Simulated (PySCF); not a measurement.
Computed structure and properties of TlI3

System: TlI3 (singlet); start: template (C2v). Method: PySCF 2.14.0, RKS PBE, Tl def2-SVP with ECP60, I def2-SVP with ECP28; non-relativistic Hamiltonian with scalar-relativistic core potentials where named; density fitting; no spin-orbit coupling.

Input of the relaxation:

```python
mol = gto.M(atom='''
Tl    -0.59445     0.00000     0.00000
I     -0.59445     0.00000     2.74350
I     -0.59445    -0.00000    -2.74350
I      2.14905     0.00000     0.00000''',
    basis={'Tl': 'def2-SVP', 'I': 'def2-SVP'},
    ecp={'Tl': 'def2-SVP', 'I': 'def2-SVP'},
    charge=0, spin=0)
mf = dft.RKS(mol, xc='PBE')
mf.grids.atom_grid = (50, 194)
mf = mf.density_fit()  # fitting sets: Tl def2-universal-JKFIT, I def2-universal-JKFIT
mf.conv_tol = 1e-08; mf.max_cycle = 55
mf.kernel(dm0)  # dm0: converged density of the start geometry
# quasi-Newton relaxation in Cartesian coordinates to a largest gradient under 0.00045 Eh/bohr, steps kept in the point group
```

Run from Python with OMP_NUM_THREADS=2; the lines above give its settings. Where DIIS fails, smearing, a level shift and second-order steps follow.
It took 63 s on 2 threads of Arm Neoverse V1, on a shared host, from the converged density of the start.

Course of the relaxation:

```csv
step,energy above end (eV),largest force component within the symmetry (eV/Å)
0,0.9663,1.094
1,0.6855,0.697
2,0.3270,0.361
3,0.1964,0.476
4,0.1404,0.464
5,0.0455,0.406
6,0.0067,0.250
7,0.0017,0.177
8,0.0002,0.034
9,0.0000,0.005
```

Relaxed geometry (D3h):

```xyz
4

Tl    0.0898    0.0000    0.0000
I    -1.2880    0.0000    2.3916
I    -1.2880    0.0000   -2.3916
I     2.8518    0.0000    0.0000
```

```tsv
contact	Å
Tl1–I2 (I)	2.760
Tl1–I3 (I)	2.760
Tl1–I4 (I)	2.762
```

On the finer grid (75, 302):

The HOMO is -6.65 eV. The LUMO is -4.79 eV. The dipole about the centre of mass is 0.01 D. The set of Mulliken populations of Tl1 outside the core potential is s 3.41, p 7.12, d 10.13 and the D3(BJ) dispersion energy (not in the energies) is -0.160 eV.

| atom | Mulliken (e) | Löwdin (e) | spin (e) |
| --- | --- | --- | --- |
| Tl1 | 0.34 | -0.20 | 0.00 |
| I2 | -0.11 | 0.07 | 0.00 |
| I3 | -0.11 | 0.07 | 0.00 |
| I4 | -0.11 | 0.06 | 0.00 |

On the grid (50, 194), as all that follows. Harmonic modes: a minimum within the noise of the softest modes; lowest 40 cm⁻¹ (negative: unstable), highest 176 cm⁻¹, zero-point energy 0.038 eV.

Taking off one I (charge -1, singlet; the rest: singlet) in vacuum, both parts rigid, costs 7.64 eV; the small basis without counterpoise inflates it. Most of it is the attraction of opposite charges; other ways to part are cheaper, and one spin state was tried for the rest.

Rigid scan of I along the line from its metal:

```json
{"distance to I2 (Å)": "2.46", "energy (eV)": "0.519"}
{"distance to I2 (Å)": "2.56", "energy (eV)": "0.199"}
{"distance to I2 (Å)": "2.66", "energy (eV)": "0.043"}
{"distance to I2 (Å)": "2.76", "energy (eV)": "0.000"}
{"distance to I2 (Å)": "2.86", "energy (eV)": "0.034"}
{"distance to I2 (Å)": "2.96", "energy (eV)": "0.118"}
{"distance to I2 (Å)": "3.16", "energy (eV)": "0.371"}
{"distance to I2 (Å)": "3.46", "energy (eV)": "0.807"}
{"distance to I2 (Å)": "3.86", "energy (eV)": "1.316"}
```

One start shape was tried, so this needn't be the lowest isomer.
